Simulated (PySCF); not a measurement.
PySCF job for Si(F)(Br)(Me)(OH) (CH4BrFOSi), SMILES Br[Si](F)(C)O, TDDFT-PBE/def2-SVPD. The structure is a stationary point at PBE-D3(BJ)/def2-SVP. The values are those of a single conformer.

```python
import numpy as np
from pyscf import gto, scf, dft, tdscf

mol = gto.M(
    atom='''
    C     2.02062508   -0.20478116   -1.03619045
    Si    0.18562206   -0.12807297   -0.79884358
    O    -0.49625434   -1.53391041   -1.35825113
    F    -0.44070408    1.14785819   -1.60937656
    Br   -0.35833892    0.20798341    1.34813246
    H     2.45236271   -1.03194517   -0.43983323
    H     2.49069375    0.74527246   -0.71611113
    H     2.25701868   -0.37707814   -2.10554311
    H    -1.44430113   -1.65340054   -1.17179786
    ''',
    basis='def2-SVPD',
    charge=0,
    spin=0,
    max_memory=1600,
    verbose=4,
)
mf = dft.RKS(mol, xc='pbe').density_fit(auxbasis='def2-universal-jkfit')
mf.grids.level = 3
mf.conv_tol = 1e-9
mf.max_cycle = 100
mf.kernel()
mf.grids = dft.Grids(mol).set(level=1).build(with_non0tab=True)  # coarser grid for the response kernel
td = tdscf.TDDFT(mf)
td.singlet = True
td.nstates = 10
td.conv_tol = 1e-4
td.positive_eig_threshold = 1e-6
td.kernel(x0=td.get_init_guess(mf, 15))
td.analyze()
tt = tdscf.TDA(mf)
tt.singlet = False
tt.nstates = 4
tt.conv_tol = 1e-4
tt.positive_eig_threshold = 1e-6
tt.kernel(x0=tt.get_init_guess(mf, 9))
tt.analyze(verbose=3)
```

Output:

```
PySCF version 2.14.0

[INPUT] verbose = 4
[INPUT] num. atoms = 9
[INPUT] num. electrons = 76
[INPUT] charge = 0
[INPUT] spin (= nelec alpha-beta = 2S) = 0
[INPUT] symmetry False subgroup None
[INPUT] Mole.unit = angstrom
[INPUT] Symbol           X                Y                Z      unit          X                Y                Z       unit  Magmom
[INPUT]  1 C      2.020625080000  -0.204781160000  -1.036190450000 AA    3.818428001627  -0.386980307871  -1.958116163390 Bohr   0.0
[INPUT]  2 Si     0.185622060000  -0.128072970000  -0.798843580000 AA    0.350774856078  -0.242022837260  -1.509595582567 Bohr   0.0
[INPUT]  3 O     -0.496254340000  -1.533910410000  -1.358251130000 AA   -0.937784790727  -2.898670574519  -2.566722644081 Bohr   0.0
[INPUT]  4 F     -0.440704080000   1.147858190000  -1.609376560000 AA   -0.832810013178   2.169137608939  -3.041280929695 Bohr   0.0
[INPUT]  5 Br    -0.358338920000   0.207983410000   1.348132460000 AA   -0.677162418572   0.393031683353   2.547601129036 Bohr   0.0
[INPUT]  6 H      2.452362710000  -1.031945170000  -0.439833230000 AA    4.634293879996  -1.950093746868  -0.831164345183 Bohr   0.0
[INPUT]  7 H      2.490693750000   0.745272460000  -0.716111130000 AA    4.706729047666   1.408360837581  -1.353253910453 Bohr   0.0
[INPUT]  8 H      2.257018680000  -0.377078140000  -2.105543110000 AA    4.265147163227  -0.712574412160  -3.978899821365 Bohr   0.0
[INPUT]  9 H     -1.444301130000  -1.653400540000  -1.171797860000 AA   -2.729333577100  -3.124474194808  -2.214377028751 Bohr   0.0

nuclear repulsion = 438.943200433085
number of shells = 67
number of NR pGTOs = 261
number of NR cGTOs = 163
basis = def2-SVPD
ecp = {}


[settings echo left out]
init E= -3077.26216772129
  HOMO = -0.311265672465735  LUMO = -0.0584828941367355  gap/eV = 6.87857
cycle= 1 E= -3077.91876826469  delta_E= -0.657  |g|= 0.956  |ddm|= 3.97
  HOMO = -0.146830479229651  LUMO = -0.0164570173376259  gap/eV = 3.54764
cycle= 2 E= -3077.24054506848  delta_E= 0.678  |g|= 2.06  |ddm|= 2.67
  HOMO = -0.251209962252632  LUMO = -0.0385651190499781  gap/eV = 5.78636
cycle= 3 E= -3078.08019386137  delta_E= -0.84  |g|= 0.244  |ddm|= 2.02
  HOMO = -0.271831735208096  LUMO = -0.0349549850341844  gap/eV = 6.44574
cycle= 4 E= -3078.09334601936  delta_E= -0.0132  |g|= 0.111  |ddm|= 0.382
  HOMO = -0.274153528387483  LUMO = -0.0357171505941012  gap/eV = 6.48818
cycle= 5 E= -3078.09564520634  delta_E= -0.0023  |g|= 0.0331  |ddm|= 0.11
  HOMO = -0.270929614511321  LUMO = -0.0349095593032742  gap/eV = 6.42243
cycle= 6 E= -3078.09581810758  delta_E= -0.000173  |g|= 0.0169  |ddm|= 0.0471
  HOMO = -0.270697694994589  LUMO = -0.0348910519944012  gap/eV = 6.41663
cycle= 7 E= -3078.09586874557  delta_E= -5.06e-05  |g|= 0.0023  |ddm|= 0.0163
  HOMO = -0.271024982060365  LUMO = -0.0350277155404197  gap/eV = 6.42181
cycle= 8 E= -3078.09586981794  delta_E= -1.07e-06  |g|= 0.000903  |ddm|= 0.00381
  HOMO = -0.270935483842938  LUMO = -0.0350257812135002  gap/eV = 6.41943
cycle= 9 E= -3078.09586998841  delta_E= -1.7e-07  |g|= 0.000132  |ddm|= 0.0013
  HOMO = -0.27094482775473  LUMO = -0.0350212403569161  gap/eV = 6.41981
cycle= 10 E= -3078.09586999153  delta_E= -3.12e-09  |g|= 7.5e-05  |ddm|= 0.00031
  HOMO = -0.27094327252597  LUMO = -0.0350240297865074  gap/eV = 6.41969
cycle= 11 E= -3078.09586999335  delta_E= -1.82e-09  |g|= 1.54e-05  |ddm|= 0.000134
  HOMO = -0.270943122784694  LUMO = -0.035023770336843  gap/eV = 6.41969
cycle= 12 E= -3078.09586999342  delta_E= -6.55e-11  |g|= 2.45e-06  |ddm|= 2.03e-05
  HOMO = -0.270943044488818  LUMO = -0.0350237295920284  gap/eV = 6.41969
Extra cycle  E= -3078.09586999342  delta_E= -2.27e-12  |g|= 3.04e-06  |ddm|= 7.2e-06
converged SCF energy = -3078.09586999342
tot grids = 39296
Overwritten attributes  positive_eig_threshold  of <class 'pyscf.tdscf.rks.CasidaTDDFT'>


******** <class 'pyscf.tdscf.rks.CasidaTDDFT'> for <class 'pyscf.df.df_jk.DFRKS'> ********
nstates = 10 singlet
deg_eia_thresh = 1.000e-03
wfnsym = None
conv_tol = 0.0001
eigh lindep = 1e-12
eigh level_shift = 0
eigh max_cycle = 100


Excitation energies (eV)
[6.51867723 6.60663963 7.13654652 7.2334775  7.5623011  7.64315325
 7.68600112 7.79010607 7.87326813 8.0075499 ]

** Singlet excitation energies and oscillator strengths **
Excited State   1:      6.51868 eV    190.20 nm  f=0.0241
      37 -> 39        0.15250
      38 -> 39       -0.68202
Excited State   2:      6.60664 eV    187.67 nm  f=0.0610
      37 -> 39       -0.68172
      38 -> 39       -0.15327
Excited State   3:      7.13655 eV    173.73 nm  f=0.0034
      37 -> 40        0.10607
      38 -> 40       -0.68380
Excited State   4:      7.23348 eV    171.40 nm  f=0.0081
      37 -> 40       -0.68138
      38 -> 40       -0.10101
Excited State   5:      7.56230 eV    163.95 nm  f=0.0584
      36 -> 39       -0.62618
      38 -> 41       -0.28138
Excited State   6:      7.64315 eV    162.22 nm  f=0.0184
      36 -> 39        0.20843
      37 -> 41        0.33903
      38 -> 41       -0.54680
      38 -> 42       -0.12856
Excited State   7:      7.68600 eV    161.31 nm  f=0.0006
      35 -> 39       -0.14355
      36 -> 39        0.10870
      37 -> 41       -0.60846
      38 -> 41       -0.27577
Excited State   8:      7.79011 eV    159.16 nm  f=0.0398
      35 -> 39        0.65857
      36 -> 40        0.15826
      38 -> 42       -0.11618
Excited State   9:      7.87327 eV    157.47 nm  f=0.0018
      37 -> 42       -0.33632
      38 -> 42       -0.60568
Excited State  10:      8.00755 eV    154.83 nm  f=0.0039
      36 -> 40       -0.44411
      37 -> 42        0.49772
      38 -> 42       -0.19886

** Transition electric dipole moments (AU) **
state          X           Y           Z        Dip. S.      Osc.
  1        -0.0303     -0.3814     -0.0679      0.1510      0.0241
  2        -0.5746     -0.1294     -0.1730      0.3768      0.0610
  3        -0.0493      0.1280     -0.0213      0.0193      0.0034
  4         0.1601     -0.1056     -0.0930      0.0455      0.0081
  5         0.2437      0.0939     -0.4971      0.3153      0.0584
  6        -0.0018     -0.0933      0.2996      0.0985      0.0184
  7         0.0127     -0.0160      0.0530      0.0032      0.0006
  8        -0.3585      0.2449      0.1412      0.2084      0.0398
  9        -0.0563     -0.0721     -0.0333      0.0095      0.0018
 10         0.0711      0.0431     -0.1129      0.0197      0.0039

** Transition velocity dipole moments (imaginary part, AU) **
state          X           Y           Z        Dip. S.      Osc.
  1        -0.0067     -0.0905     -0.0165      0.0085      0.0237
  2        -0.1412     -0.0308     -0.0416      0.0226      0.0621
  3        -0.0123      0.0349     -0.0063      0.0014      0.0036
  4         0.0438     -0.0275     -0.0245      0.0033      0.0082
  5         0.0682      0.0262     -0.1373      0.0242      0.0580
  6        -0.0014     -0.0235      0.0834      0.0075      0.0178
  7         0.0029     -0.0035      0.0160      0.0003      0.0007
  8        -0.1035      0.0711      0.0406      0.0174      0.0406
  9        -0.0159     -0.0201     -0.0099      0.0008      0.0017
 10         0.0204      0.0132     -0.0320      0.0016      0.0037

** Transition magnetic dipole moments (imaginary part, AU) **
state          X           Y           Z
  1        -0.3522      0.0598     -0.1034
  2        -0.0456      0.3223     -0.0692
  3        -0.2490      0.0832     -0.1107
  4        -0.0125      0.1178      0.0434
  5        -0.3447      0.5091      0.0091
  6        -0.1551     -0.2986     -0.0844
  7        -0.0367      0.1289     -0.2926
  8        -0.1818     -0.4380      0.3709
  9        -0.1006      0.1003      0.2118
 10        -0.4206      0.2193     -0.2259
Overwritten attributes  positive_eig_threshold  of <class 'pyscf.tdscf.rks.TDA'>


******** <class 'pyscf.tdscf.rks.TDA'> for <class 'pyscf.df.df_jk.DFRKS'> ********
nstates = 4 triplet
deg_eia_thresh = 1.000e-03
wfnsym = None
conv_tol = 0.0001
eigh lindep = 1e-12
eigh level_shift = 0
eigh max_cycle = 100


Excitation energies (eV)
[6.28216714 6.34687068 6.84045554 6.91357445]

** Triplet excitation energies and oscillator strengths **
Excited State   1:      6.28217 eV    197.36 nm  f=0.0000
Excited State   2:      6.34687 eV    195.35 nm  f=0.0000
Excited State   3:      6.84046 eV    181.25 nm  f=0.0000
Excited State   4:      6.91357 eV    179.33 nm  f=0.0000
```

The calculation finished and met its thresholds.
